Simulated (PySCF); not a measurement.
State search for SnP

Unrestricted PBE0; Sn x2c-TZVPPall, P x2c-TZVPPall; spin-free X2C with a Gaussian nucleus (PySCF 2.14). Outer shells of the fragments: Sn 4d10 5s2 5p2; P 3s2 3p3.

Followed along the bond (rough minima from three points):

```
2Ms+1     unpaired  ⟨S²⟩ at the start  R at minimum (Å)  Te (eV)
    2          π ↑               0.78              2.34     0.00
    2          σ ↑               0.82              2.24     0.27
    4        π ↑↑↑               3.76  none in the scan   ≤ 1.21
    6  σ ↑, π ↑↑↑↑               8.75  none in the scan   ≤ 2.75
```

Solutions found at the starting distance of 2.415 Å, counted from the lowest of them; the search is not exhaustive and high or unbound solutions are not listed, so other states can lie among these:

```json
{"2Ms+1": "2", "unpaired": "π ↑", "term": "²Π", "E (eV)": "0.00", "⟨S²⟩": "0.78", "⟨Lz²⟩": "1.01", "μ (D)": "-2.44"}
{"2Ms+1": "2", "unpaired": "σ ↑", "term": "²Σ⁺", "E (eV)": "0.49", "⟨S²⟩": "0.82", "⟨Lz²⟩": "0.00", "μ (D)": "-2.86"}
{"2Ms+1": "4", "unpaired": "π ↑↑↑", "term": "⁴Π", "E (eV)": "1.38", "⟨S²⟩": "3.76", "⟨Lz²⟩": "1.01", "μ (D)": "-0.47"}
{"2Ms+1": "4", "unpaired": "σ ↑, π ↑↑", "term": "mixed", "E (eV)": "1.68", "⟨S²⟩": "3.76", "⟨Lz²⟩": "2.02", "μ (D)": "-1.42"}
{"2Ms+1": "2", "unpaired": "π ↑↑↓", "term": "mixed", "E (eV)": "1.72", "⟨S²⟩": "1.77", "⟨Lz²⟩": "3.04", "μ (D)": "-0.47"}
{"2Ms+1": "2", "unpaired": "σ ↓, π ↑↑", "term": "mixed", "E (eV)": "2.08", "⟨S²⟩": "1.78", "⟨Lz²⟩": "2.02", "μ (D)": "-1.41"}
```

A term symbol is given only where ⟨S²⟩ and ⟨Lz²⟩ are close to those of a pure state; real π, δ and φ orbitals otherwise mix terms. A positive dipole means Sn(−)P(+).

Question: Compare the gap between the two lowest followed solutions at the starting distance with the gap between their minima.

Answer: At PBE0 the second solution (doublet, unpaired electrons σ ↑) lies +0.49 eV from the first (doublet, unpaired electrons π ↑) at 2.415 Å and +0.27 eV at the minima; the two curves relax by different amounts, since their minima lie near 2.24 and 2.34 Å.

Spin–orbit coupling is left out. Counting both spins, an empty level lies below a filled one in some of these solutions, because spin and occupation are held.
